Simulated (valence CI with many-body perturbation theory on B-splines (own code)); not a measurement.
Results of a calculation; reference values are marked as such.
## A CI+MBPT run for Tm64+

The program does CI of the valence electrons with many-body perturbation theory for a frozen closed Dirac-Fock core.

Command, and the settings that its task file holds:

```sh
python run_cv.py task.json out
```

```
atom Tm  Z=69  mass_number=169  rms_radius_fm=5.2256
core [He]
valence 2s2 2p1
avg = 1
basis = S
breit = 1
cap = 10000
capref = 1200
cscale = 1
de = 0.0
dress = 0
eps = 2e-08
extrap = 1
h = 0.27
hh = 1
l2 = 3
lcore = 6
maxit = 60
n2 = 5
natural = 1
nlev = 21
nno = [3, 3, 3, 2, 1]
nroot = 26
ns = 2
nsp = [3, 3, 2, 1, 0]
pt2 = 1
qed = 1
rmax = 1.24
rpa = 1
s1 = 1
s2 = 1
s3 = 1
screen = 1
tol = 2e-05
whole = 1
```

Log. The first blocks belong to the next ion, which gives the ionisation energy. Fields: 2J, parity (1 odd), roots, reference size, generating configurations, candidates as configurations/state functions, variational space P, stored matrix elements, Davidson steps; e2 is the range of second-order energies in hartree. The first line gives the box (bohr), its intervals, the orbitals and the steps of their self-consistent field. Window is the range of levels sought, series limit the energy at which the first omitted orbital would enter, core excitation an estimate of the first excitation out of the core, left out the lowest levels not solved, and shifts from estimates the range by which levels moved from their first estimate, all in cm⁻¹.

```
rmax 1.2 intervals 54 orbitals 36 references ['2s2 2p', '2s 2p2', '2p3'] scf 2 t 0.3
2J=0 par=0 roots 2 ref 15 generators 2 cand 92/92 P 107/107 nnz 0 it 0
   second order: generators 3 cand 0/0 e2 -0.00000 -0.00000
2J=0 par=1 roots 2 ref 11 generators 3 cand 73/73 P 84/84 nnz 0 it 0
   second order: generators 5 cand 0/0 e2 -0.00000 -0.00000
2J=2 par=1 roots 2 ref 28 generators 2 cand 188/188 P 214/214 nnz 0 it 0
2J=2 par=1 roots 2 ref 28 generators 2 cand 2/2 P 216/216 nnz 0 it 0
   second order: generators 2 cand 0/0 e2 -0.00000 -0.00000
reference levels 291, estimated 169, window 74926733 1/cm; series limit 109623464, core excitation 408785234
2J=1 par=1 roots 8 ref 32 generators 8 cand 87/108 P 1664/2445 nnz 0 it 4
2J=1 par=1 roots 8 ref 32 generators 12 cand 109/135 P 1676/2465 nnz 0 it 4
   second order: generators 14 cand 222/315 e2 -0.00000 -0.00000
2J=1 par=0 roots 9 ref 34 generators 10 cand 116/141 P 1701/2529 nnz 8.2e+05 it 4
2J=1 par=0 roots 9 ref 34 generators 12 cand 134/162 P 1717/2556 nnz 8.3e+05 it 4
   second order: generators 14 cand 168/210 e2 -0.00000 -0.00000
2J=3 par=1 roots 9 ref 47 generators 12 cand 723/1519 P 1639/3324 nnz 1.5e+06 it 4
2J=3 par=1 roots 9 ref 47 generators 14 cand 475/881 P 1672/3411 nnz 1.6e+06 it 3
   second order: generators 15 cand 442/794 e2 -0.00000 -0.00000
2J=3 par=0 roots 8 ref 45 generators 8 cand 585/1137 P 1547/3135 nnz 1.3e+06 it 4
2J=3 par=0 roots 8 ref 45 generators 10 cand 406/694 P 1575/3204 nnz 1.4e+06 it 3
   second order: generators 12 cand 521/981 e2 -0.00000 -0.00000
2J=5 par=0 roots 5 ref 39 generators 6 cand 535/1286 P 1435/3101 nnz 1.3e+06 it 4
2J=5 par=0 roots 5 ref 39 generators 9 cand 601/1330 P 1457/3156 nnz 1.4e+06 it 3
   second order: generators 11 cand 679/1442 e2 -0.00000 -0.00000
2J=5 par=1 roots 4 ref 36 generators 5 cand 524/1284 P 1467/3217 nnz 1.5e+06 it 4
2J=5 par=1 roots 4 ref 36 generators 6 cand 357/773 P 1506/3324 nnz 1.6e+06 it 3
   second order: generators 8 cand 604/1259 e2 -0.00000 -0.00000
2J=7 par=1 roots 1 ref 21 generators 2 cand 243/533 P 1175/2655 nnz 1.1e+06 it 3
2J=7 par=1 roots 1 ref 21 generators 3 cand 320/743 P 1212/2729 nnz 1.2e+06 it 3
   second order: generators 4 cand 360/859 e2 -0.00000 -0.00000
left out: unestimated 108782573, estimated 79685716, shifts from estimates -0 to 7
```

Problem. What became of the run, and why?

Solution. It gave no result: the setting left no core shell for the response of the core. The program said: "need at least one array to concatenate".
